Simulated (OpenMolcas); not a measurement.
Rh2+ (d7) among equal point charges was computed by CASSCF with the d shell active (OpenMolcas, ANO-RCC-VDZP on the metal). Its lowest spin-free states, and all those of the highest spin:

```csv
2S+1,Degeneracy,E (cm-1)
4,1,0.0
4,2,968.9
4,1,6619
4,2,7558
2,1,9373
2,1,12231
2,1,14807
4,1,15147
2,2,15514
2,2,16928
2,1,17809
2,1,18170
4,2,18537
4,1,22054
```

Question: Is the site octahedral, tetrahedral or cube-like, axial, or of lower symmetry?

Answer: The states with 2S+1 = 4 have orbital degeneracies 1, 2, 1, 2, 1, 2, 1. There are pairs but no triples, so the site is axial: not cubic, but with a proper or improper axis of order three or more. The run had Rh2+ among 6 point charges of -1.7 e arranged as a tetragonal octahedron (D4h), 2.09 Å from the ion, with the axial distance 2.236 Å.

Spin-orbit coupling mixes the spin-free states strongly: the lowest level takes only 63 % from its leading state, 4A2. Without dynamic correlation the repulsion within the d shell is too large (B by tens of per cent), so at a given field states of lower spin stand too high. Point charges give a weaker field than real ligands, and real ions of this kind are as a rule low spin; the high spin found here belongs to the model. This is an electrostatic model: the charges have no orbitals. No measured value stands beside these numbers.
